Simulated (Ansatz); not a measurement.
`FC1([SiH2]S)BC1` + HCl → `FC1([SiH2]Cl)BC1` + H₂S  (ligand exchange at the Si–S bond)

Program: Ansatz. Geometries: PBE0-D4/def2-TZVP. ΔE: electronic, gas phase. CCSD(T)/CBS adds triple-zeta CCSD(T) − MP2 to the extrapolated MP2 energy (def2 sets, frozen cores). This one scheme is used for every species. Each species was taken in one conformer, which may not be the lowest.

```
           species  HF/CBS(def2) energy (Eh)
 `FC1([SiH2]S)BC1`                -889.90589
               HCl                -460.11403
`FC1([SiH2]Cl)BC1`                -951.31800
               H₂S                -398.72106
```

(1) Work out ΔE.

Largest T1 diagnostic among the species: 0.013.

Answers

(1) ΔE = (-951.31800) + (-398.72106) − (-889.90589) − (-460.11403) = -0.01914 Eh = -50.3 kJ/mol. CCSD(T)/CBS gives -39.7 kJ/mol.

In def2-TZVPP, CCSD(T) changes the Hartree–Fock value by +11.2 kJ/mol (the triples alone add +1.8 kJ/mol) and MP2 by +10.3 kJ/mol.
